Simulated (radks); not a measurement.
Mo IV, configuration [Kr] 4d3. Method: scalar-relativistic Kohn-Sham, TASK exchange with Perdew-Wang LDA correlation, spin-polarised, spherical densities, finite nucleus; open shells are filled with parallel spins first (spin-orbit coupling, left out, can overturn this in heavy ions); meta-GGA in the generalised Kohn-Sham scheme; Fermi nuclear charge, rms radius 4.4091 fm; computed with a radial shooting solver on a logarithmic mesh with Libxc functionals.

Unscreened Slater integrals over Kohn-Sham orbitals (cm^-1). They are taken over the spin-up orbitals.

F0(4d,4d): 126700
F2(4d,4d): 64754
F4(4d,4d): 42699
F0(4d,4p): 140850
F2(4d,4p): 70214
G1(4d,4p): 88027
G3(4d,4p): 53934
F0(4d,4s): 145530
G2(4d,4s): 63891
F0(4d,3d): 169950
F2(4d,3d): 31166
F4(4d,3d): 13462
G0(4d,3d): 10232
G2(4d,3d): 11430
G4(4d,3d): 8578.9
F0(4p,4p): 161600
F2(4p,4p): 85188
F0(4p,4s): 169040
G1(4p,4s): 114860
F0(4p,3d): 209370
F2(4p,3d): 47874
G1(4p,3d): 15386
G3(4p,3d): 14807
F0(4s,4s): 177790
F0(4s,3d): 226830
G2(4s,3d): 18388
F0(3d,3d): 481980
F2(3d,3d): 237410
F4(3d,3d): 150840

Derived for the open shells (J is the average intra-shell exchange parameter used in DFT+U). 4d: Racah B = F2/49 - 5 F4/441 = 837.4 cm^-1, C = 35 F4/441 = 3389 cm^-1, C/B = 4.05, F4/F2 = 0.659, J = (F2 + F4)/14 = 7675 cm^-1.
